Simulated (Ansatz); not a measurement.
Relaxation of Cl₄H₂Sn (7 atoms, charge 0, multiplicity 1), to a largest force component of 0.03 eV/Å in at most 50 steps.

Method: RHF/def2-SVP in Ansatz 0.2.0.

```xyz
7
Properties=species:S:1:pos:R:3:forces:R:3
Sn -0.532 0.000 -0.476 -0.41 0.00 0.12
Cl 0.032 0.000 3.103 -1.41 0.00 -0.01
Cl 1.762 0.000 -0.140 -0.03 0.00 0.00
Cl -1.012 1.889 -1.752 0.00 -0.02 0.00
Cl -1.012 -1.889 -1.752 0.00 0.02 0.00
H -1.552 0.000 0.909 0.31 0.00 -0.88
H -1.241 0.000 2.757 1.54 0.00 0.77
```

Q: Where does it end, and by what steps?

A: The run converged. The force dipped under the threshold on the way, but the program's further checks kept it going. After 20 steps the energy has fallen by 0.330 eV; H7 moved furthest, 1.51 Å.

```json
{"step": "0", "energy less start (eV)": "0.0000", "largest force component (eV/Å)": "1.540", "accepted": "yes"}
{"step": "1", "energy less start (eV)": "-0.1777", "largest force component (eV/Å)": "0.549", "accepted": "yes"}
{"step": "2", "energy less start (eV)": "-0.2227", "largest force component (eV/Å)": "0.926", "accepted": "yes"}
{"step": "3", "energy less start (eV)": "-0.2807", "largest force component (eV/Å)": "0.272", "accepted": "yes"}
{"step": "4", "energy less start (eV)": "-0.3022", "largest force component (eV/Å)": "0.069", "accepted": "yes"}
{"step": "5", "energy less start (eV)": "-0.2976", "largest force component (eV/Å)": "1.030", "accepted": "no"}
{"step": "6", "energy less start (eV)": "-0.3094", "largest force component (eV/Å)": "0.056", "accepted": "yes"}
{"step": "7", "energy less start (eV)": "-0.3156", "largest force component (eV/Å)": "0.060", "accepted": "yes"}
{"step": "8", "energy less start (eV)": "-0.3152", "largest force component (eV/Å)": "0.654", "accepted": "no"}
{"step": "9", "energy less start (eV)": "-0.3193", "largest force component (eV/Å)": "0.047", "accepted": "yes"}
{"step": "10", "energy less start (eV)": "-0.3222", "largest force component (eV/Å)": "0.045", "accepted": "yes"}
{"step": "11", "energy less start (eV)": "-0.3241", "largest force component (eV/Å)": "0.281", "accepted": "yes"}
{"step": "12", "energy less start (eV)": "-0.3279", "largest force component (eV/Å)": "0.012", "accepted": "yes"}
{"step": "13", "energy less start (eV)": "-0.3275", "largest force component (eV/Å)": "0.075", "accepted": "no"}
{"step": "14", "energy less start (eV)": "-0.3284", "largest force component (eV/Å)": "0.054", "accepted": "yes"}
{"step": "15", "energy less start (eV)": "-0.3279", "largest force component (eV/Å)": "0.237", "accepted": "no"}
{"step": "16", "energy less start (eV)": "-0.3293", "largest force component (eV/Å)": "0.005", "accepted": "yes"}
{"step": "17", "energy less start (eV)": "-0.3295", "largest force component (eV/Å)": "0.067", "accepted": "yes"}
{"step": "18", "energy less start (eV)": "-0.3296", "largest force component (eV/Å)": "0.049", "accepted": "yes"}
{"step": "19", "energy less start (eV)": "-0.3299", "largest force component (eV/Å)": "0.026", "accepted": "yes"}
{"step": "20", "energy less start (eV)": "-0.3300", "largest force component (eV/Å)": "0.019", "accepted": "yes"}
```

```xyz
7
Properties=species:S:1:pos:R:3
Sn -0.586 0.000 -0.877
Cl -0.068 0.000 3.483
Cl 1.639 0.000 -0.200
Cl -0.906 1.874 -2.221
Cl -0.906 -1.874 -2.221
H -1.652 0.000 0.425
H -1.076 0.000 4.259
```

Whether the end is a true minimum wasn't checked by a vibrational analysis.

The run took 73 s on 2 threads of Arm Neoverse N1, on a shared host, peak memory 0.27 GiB.
